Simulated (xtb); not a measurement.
C5H5 (SMILES [CH]1C=CC=C1), doublet, from a rough starting geometry; GFN2-xTB (xtb).

The xtb input:
```
$ xtb mol.xyz --gfn 2 --uhf 1 --opt vtight --json

# file mol.xyz
10

C      0.07362309    -1.14154573    -0.26002614
C     -1.05423221    -0.47256516     0.23211679
C     -0.75194633     0.79727778     0.43075011
C      0.63624552     0.99369933     0.10374853
C      1.18351958    -0.18369902    -0.33924663
H      0.17222963    -2.20745156    -0.57324794
H     -2.05691993    -1.00179301     0.33562238
H     -1.40377319     1.58055641     0.77604141
H      1.15486602     1.92141754     0.18575014
H      2.12761068    -0.41949438    -0.74392460
```

Q: Predict the main parts of the log of this xtb run.

A: 
```
   ID    Z sym.   atoms
    1    6 C      1-5
    2    1 H      6-10

           -------------------------------------------------
          |                Calculation Setup                |
           -------------------------------------------------

           -------------------------------------------------
          |                 G F N 2 - x T B                 |
           -------------------------------------------------

          ...................................................
          :                      SETUP                      :
          :.................................................:
          :  # basis functions                  25          :
          :  # atomic orbitals                  25          :
          :  # shells                           15          :
          :  # electrons                        25          :
          :  max. iterations                   250          :
          :  Hamiltonian                  GFN2-xTB          :
          :  restarted?                      false          :
          :  GBSA solvation                  false          :
          :  PC potential                    false          :
          :  electronic temp.          300.0000000     K    :
          :  accuracy                    1.0000000          :
          :  -> integral cutoff          0.2500000E+02      :
          :  -> integral neglect         0.1000000E-07      :
          :  -> SCF convergence          0.1000000E-05 Eh   :
          :  -> wf. convergence          0.1000000E-03 e    :
          :  Broyden damping             0.4000000          :
          :  net charge                          0          :
          :  unpaired electrons                  1          :
          ...................................................

 iter      E             dE          RMSdq      gap      omega  full diag
   1    -13.3796727 -0.133797E+02  0.455E+00    5.23       0.0  T
   2    -13.3947430 -0.150703E-01  0.265E+00    5.50       1.0  T
   3    -13.3912266  0.351633E-02  0.117E+00    5.21       1.0  T
   4    -13.3953693 -0.414269E-02  0.515E-01    5.43       1.0  T
   5    -13.3943614  0.100794E-02  0.672E-01    5.42       1.0  T
   6    -13.3969359 -0.257455E-02  0.908E-02    5.40       1.0  T
   7    -13.3969617 -0.257737E-04  0.646E-02    5.41       1.0  T
   8    -13.3969647 -0.305099E-05  0.259E-02    5.41       1.2  T
   9    -13.3969698 -0.506190E-05  0.594E-03    5.41       5.3  T
  10    -13.3969701 -0.286804E-06  0.178E-03    5.41      17.8  T
  11    -13.3969701 -0.103022E-07  0.192E-04    5.41     164.9  T
  12    -13.3969701 -0.223544E-09  0.379E-05    5.41     834.1  T

   *** convergence criteria satisfied after 12 iterations ***

         :::::::::::::::::::::::::::::::::::::::::::::::::::::
         ::                     SUMMARY                     ::
         :::::::::::::::::::::::::::::::::::::::::::::::::::::
         :: total energy             -13.144478833698 Eh    ::
         :: gradient norm              0.122969690975 Eh/a0 ::
         :: HOMO-LUMO gap              5.411309457963 eV    ::
         ::.................................................::
         :: SCC energy               -13.396967945323 Eh    ::
         :: -> isotropic ES            0.001070793654 Eh    ::
         :: -> anisotropic ES          0.002171173096 Eh    ::
         :: -> anisotropic XC          0.011597460949 Eh    ::
         :: -> dispersion             -0.005698442220 Eh    ::
         :: repulsion energy           0.252489111625 Eh    ::
         :: add. restraining           0.000000000000 Eh    ::
         :: total charge              -0.000000000000 e     ::
         :::::::::::::::::::::::::::::::::::::::::::::::::::::

      -----------------------------------------------------------
     |                   =====================                   |
     |                        A N C O P T                        |
[...]
 * total energy  :   -13.1521398 Eh     change       -0.7661010E-02 Eh
 * total energy  :   -13.1530923 Eh     change       -0.9524735E-03 Eh
 * total energy  :   -13.1531743 Eh     change       -0.8193664E-04 Eh
 * total energy  :   -13.1531985 Eh     change       -0.2420800E-04 Eh
 * total energy  :   -13.1532023 Eh     change       -0.3799566E-05 Eh
 * total energy  :   -13.1532041 Eh     change       -0.1859981E-05 Eh
 * total energy  :   -13.1532051 Eh     change       -0.1021454E-05 Eh
 * total energy  :   -13.1532066 Eh     change       -0.1447886E-05 Eh
 * total energy  :   -13.1532098 Eh     change       -0.3246730E-05 Eh
 * total energy  :   -13.1532113 Eh     change       -0.1469126E-05 Eh
 * total energy  :   -13.1532118 Eh     change       -0.4517943E-06 Eh
 * total energy  :   -13.1532118 Eh     change       -0.7785482E-07 Eh
   *** GEOMETRY OPTIMIZATION CONVERGED AFTER 13 ITERATIONS ***
         :: total energy             -13.153211836446 Eh    ::
[...]
        13        1.0354           -0.3661670              -9.9639 (HOMO)
        14                         -0.1582845              -4.3071 (LUMO)
        15                         -0.1578870              -4.2963
        16                          0.1157342               3.1493
        17                          0.1240405               3.3753
        18                          0.1589080               4.3241
        19                          0.2027542               5.5172
        20                          0.2470406               6.7223
        21                          0.2708515               7.3702
        22                          0.3163713               8.6089
        23                          0.4333050              11.7908
        24                          0.6425992              17.4860
        25                          0.6554044              17.8345
      -------------------------------------------------------------
                  HL-Gap            0.2078825 Eh            5.6568 eV
             Fermi-level           -0.3157663 Eh           -8.5924 eV

     #   Z          covCN         q      C6AA      α(0)
     1   6 C        3.072    -0.000    27.954     8.669
     2   6 C        3.003    -0.057    29.401     8.895
     3   6 C        3.042    -0.026    28.605     8.772
     4   6 C        3.042    -0.026    28.602     8.772
     5   6 C        3.003    -0.057    29.402     8.895
     6   1 H        0.926     0.039     2.463     2.454
     7   1 H        0.926     0.029     2.595     2.519
     8   1 H        0.926     0.034     2.531     2.488
     9   1 H        0.926     0.034     2.531     2.488
    10   1 H        0.926     0.029     2.595     2.519

 Mol. C6AA /au·bohr⁶  :       1210.564901
 Mol. C8AA /au·bohr⁸  :      29573.576420
 Mol. α(0) /au        :         56.470428

Wiberg/Mayer (AO) data.
largest (>0.10) Wiberg bond orders for each atom

 ---------------------------------------------------------------------------
     #   Z sym  total        # sym  WBO       # sym  WBO       # sym  WBO
 ---------------------------------------------------------------------------
     1   6 C    3.763 --     5 C    1.267     2 C    1.267     6 H    0.975
                             4 C    0.114     3 C    0.114
     2   6 C    3.958 --     3 C    1.603     1 C    1.267     7 H    0.973
     3   6 C    3.895 --     2 C    1.603     4 C    1.147     8 H    0.975
                             1 C    0.114
     4   6 C    3.895 --     5 C    1.602     3 C    1.147     9 H    0.975
                             1 C    0.114
     5   6 C    3.958 --     4 C    1.602     1 C    1.267    10 H    0.973
     6   1 H    0.998 --     1 C    0.975
     7   1 H    0.999 --     2 C    0.973
     8   1 H    0.999 --     3 C    0.975
     9   1 H    0.999 --     4 C    0.975
    10   1 H    0.999 --     5 C    0.973
 ---------------------------------------------------------------------------

Topologies differ in total number of bonds
Writing topology from bond orders to xtbtopo.mol

molecular dipole:
                 x           y           z       tot (Debye)
 q only:        0.002      -0.024      -0.006
   full:        0.003      -0.034      -0.009       0.090
molecular quadrupole (traceless):
                xx          xy          yy          xz          yz          zz
 q only:       -0.003       0.010       0.890      -0.308       0.486      -0.887
  q+dip:        0.638       0.175       2.927      -1.385       1.756      -3.565
   full:        0.036       0.028       1.716      -0.617       0.948      -1.752

optimized geometry written to: xtbopt.xyz

           -------------------------------------------------
          | TOTAL ENERGY              -13.153211836446 Eh   |
          | GRADIENT NORM               0.000101302664 Eh/α |
          | HOMO-LUMO GAP               5.656770924583 eV   |
           -------------------------------------------------
```
